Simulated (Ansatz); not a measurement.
Reaction (homolysis of the Cl–Ga bond): `C[O][Ga]([SH])[Cl]` → Cl• + `C[O][Ga][SH]`•

Program: Ansatz. Geometries: PBE0-D4/def2-TZVP. ΔE: electronic, gas phase. CCSD(T)/CBS is the MP2 limit (def2-TZVPP, def2-QZVPP) plus CCSD(T) − MP2 in def2-TZVPP, frozen cores. This one scheme is used for every species, atoms too. Functionals use def2-TZVPP. No spin–orbit coupling; open shells (•) take unrestricted orbitals. Spin–orbit coupling would lower the free atoms: a little for Cl. Bonds to Ga are less sure, by a few kJ/mol each and by 10 to 20 or more in all where they break to atoms, as the def2 sets lack core-valence functions. Scalar relativity is left out up to krypton. Each species was taken in one conformer, which may not be the lowest.

| level | ΔE (kJ/mol) |
| --- | --- |
| PBE-D4 | 425.5 |
| PBE | 418.0 |
| LC-ωPBE | 428.1 |
| CCSD/def2-TZVPP | 422.8 |

What does CCSD(T)/CBS give? (An estimate is asked.)

The calculation gave: +448.1 kJ/mol. The listed levels differ from it by -22.6, -30.1, -20.0, -25.3 kJ/mol.

What do rigid-rotor, harmonic-oscillator terms from PBE0-D4/def2-TZVP frequencies (298.15 K, 1 bar) make of the CCSD(T)/CBS value? (An estimate is asked.)

Ansatz gave: ΔZPE = -6.6 kJ/mol, ΔH = +444.3 kJ/mol, ΔS = 148 J/(mol·K), ΔG = +400.0 kJ/mol. Open shells count their whole term as degenerate. Modes under 50 cm⁻¹ make the entropy rough.

Largest T1 diagnostic among the species: 0.017.

From PBE to PBE0 (25 % exact exchange), in def2-TZVPP and without D4, ΔE moves by +5.7 kJ/mol. The D4 term adds +12.1 kJ/mol with B3LYP and +6.7 kJ/mol with PBE0; it sums over pairs of atoms, weighted by their polarisabilities, and B3LYP, whose exchange is more repulsive, gets the larger term.

CCSD(T)/CBS has its own doubt, a few kJ/mol and more with outer-core shells, so smaller differences from it don't rank the levels.

B3LYP here is the variant with VWN-RPA as its local correlation; programs differ in this.
